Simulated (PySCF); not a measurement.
# A search over the determinants of ZnGa

Unrestricted PBE0; basis Zn pcseg-1, Ga pcseg-1; no relativity; PySCF 2.14. Outer shells of the fragments: Zn 3d10 4s2; Ga 3d10 4s2 4p1.

Followed along the bond (rough minima from three points):

```json
{"2Ms+1": "2", "unpaired": "π ↑", "⟨S²⟩ at the start": "0.76", "R at minimum (Å)": "2.72", "Te (eV)": "0.00"}
{"2Ms+1": "2", "unpaired": "σ ↑", "⟨S²⟩ at the start": "0.76", "R at minimum (Å)": "3.13", "Te (eV)": "0.20"}
{"2Ms+1": "4", "unpaired": "σ ↑, π ↑↑", "⟨S²⟩ at the start": "3.76", "R at minimum (Å)": "none in the scan", "Te (eV)": "≤ 2.25"}
```

Solutions found at the starting distance of 2.395 Å, counted from the lowest of them; the search is not exhaustive and high or unbound solutions are not listed, so other states can lie among these:

| 2Ms+1 | unpaired | term | E (eV) | ⟨S²⟩ | ⟨Lz²⟩ | μ (D) |
| --- | --- | --- | --- | --- | --- | --- |
| 2 | π ↑ | ²Π | 0.00 | 0.76 | 1.00 | -1.45 |
| 2 | σ ↑ | ²Σ⁺ | 0.57 | 0.76 | 0.00 | 0.59 |
| 4 | σ ↑, π ↑↑ | ⁴Σ⁻ | 2.14 | 3.76 | 0.00 | -3.49 |
| 4 | σ ↑↑, π ↑ | ⁴Π | 2.15 | 3.75 | 1.00 | -1.76 |
| 2 | σ ↑, π ↑↓ | mixed | 2.64 | 1.77 | 2.01 | -3.49 |
| 2 | σ ↓, π ↑↑ | mixed | 2.69 | 1.77 | 0.00 | -3.55 |
| 2 | σ ↑ | mixed | 3.25 | 0.76 | 2.00 | -3.42 |
| 4 | σ ↑, π ↑↑ | mixed | 5.94 | 3.76 | 2.01 | -1.62 |
| 2 | π ↑ | ²Π | 6.82 | 0.78 | 1.00 | -5.79 |

A term symbol is given only where ⟨S²⟩ and ⟨Lz²⟩ are close to those of a pure state; real π, δ and φ orbitals otherwise mix terms. A positive dipole means Zn(−)Ga(+).

Q: Compare the gap between the two lowest followed solutions at the starting distance with the gap between their minima.

A: At PBE0 the second solution (doublet, unpaired electrons σ ↑) lies +0.57 eV from the first (doublet, unpaired electrons π ↑) at 2.395 Å and +0.20 eV at the minima; the two curves relax by different amounts, since their minima lie near 3.13 and 2.72 Å.

Spin–orbit coupling is left out. Counting both spins, an empty level lies below a filled one in some of these solutions, because spin and occupation are held.
